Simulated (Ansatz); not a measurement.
Cartesian coordinates in Å:
```
Si -0.932 -0.290 1.547
C -0.854 -0.153 -0.332
C 0.113 0.897 -0.850
S 1.787 0.789 -0.160
S 2.380 -1.107 -0.615
H -2.210 -0.958 1.920
H 0.186 -1.092 2.102
H -0.911 1.067 2.158
H -1.858 0.068 -0.710
H -0.583 -1.134 -0.735
H 0.180 0.889 -1.941
H -0.201 1.902 -0.547
H 2.903 -0.876 -1.836
```

Charge 0, multiplicity 1.

Question: List the PBE0/def2-TZVPP orbital energies in eV (the Gaussian-basis code of Ansatz). (Best estimate.)

Answer: Computed: Occupied: -2423.10, -2423.07, -1802.25, -279.35, -278.25, -218.38, -218.32, -162.24, -162.19, -162.14, -162.07, -161.99, -161.92, -144.61, -99.27, -99.27, -99.25, -23.28, -21.33, -18.93, -16.75, -14.59, -13.02, -12.57, -12.34, -11.18, -10.26, -9.74, -9.41, -9.28, -8.83, -7.40, -7.07. Lowest empty: -0.56, 0.39, 0.82, 1.11, 1.44, 1.68, 1.89, 2.18.
